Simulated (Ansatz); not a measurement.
The cluster Ca2Si2⁺. Charge 1, multiplicity 4. Geometry r2SCAN-D4/def2-TZVP; atoms count from 1.

```
atom   x (Å)   y (Å)   z (Å)
 Ca1  -2.094   1.001   1.380
 Ca2   2.091  -1.001  -1.384
 Si3  -0.265  -1.014   0.334
 Si4   0.268   1.015  -0.330
```

At PBE0-D4/def2-TZVP a doublet of charge 1 lies 1.32 eV below the quartet, each at its own geometry. The structure comes from a short search, and lower isomers may exist.

Estimate the Mulliken populations from the PBE0/def2-TZVP orbitals of Ansatz.


| atom | charge (e) | spin (α − β) |
| --- | --- | --- |
| Ca1 | 0.75 | 0.68 |
| Ca2 | 0.75 | 0.68 |
| Si3 | -0.25 | 0.82 |
| Si4 | -0.25 | 0.82 |
Mulliken values and Mayer orders depend strongly on the basis.

Where does the spin sit?

Summed by element: Ca 1.37, Si 1.63, of 3 unpaired in all. Largest on single atoms: Si3 0.82, Si4 0.82, Ca1 0.68.

And the Mayer bond orders between bonded heavy atoms (over 0.3)?

Ca1–Si3 0.57 (2.92 Å); Ca1–Si4 0.57 (2.92 Å); Ca2–Si3 0.57 (2.92 Å); Ca2–Si4 0.57 (2.92 Å); Si3–Si4 1.73 (2.20 Å). Values over 0.3 also appear between atoms too far apart for a bond (Ca1–Ca2 0.49 at 5.40 Å); they arise where an orbital or an unpaired electron spreads over both atoms.
